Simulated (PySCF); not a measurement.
**Dipole response of Zr²⁺ (zirconium, charge +2)**

[Kr] 4d2, high-spin 3F determinant. All numbers are calculated (PySCF 2.14, scalar relativity by spin-free X2C-1e, in aug-cc-pVTZ-DK (9s8p6d3f2g, 102 functions)). Coupled (time-dependent) response in atomic units; α is the mean over directions.

```
method  mean α (bohr³)  C₆ (like pair)  S(−4)
   UHF           11.35           56.08  79.01
   PBE           12.69           62.12  118.3
```

S(−4) is the Cauchy moment in α(ω) = α(0) + S(−4) ω² + …

Spin-orbit coupling is absent.

α(iu) at PBE:

| u (hartree) | α(iu) (bohr³) |
| --- | --- |
| 0 | 12.69 |
| 0.0500 | 12.40 |
| 0.100 | 11.68 |
| 0.200 | 9.845 |
| 0.300 | 8.291 |
| 0.500 | 6.210 |
| 0.750 | 4.627 |
| 1.00 | 3.585 |
| 1.50 | 2.302 |
| 2.00 | 1.576 |
| 3.00 | 0.8503 |
| 5.00 | 0.3543 |

A single London oscillator, α(iu) = α/(1 + u²/ω²), gives C₆ = (3/4) ω α². Matching the computed C₆ needs ω = 4 × 62.12 / (3 × 12.69²) = 0.514 hartree.

For an ion, C₆ is the dispersion term alone; charge-induced terms of lower order in 1/R come first.
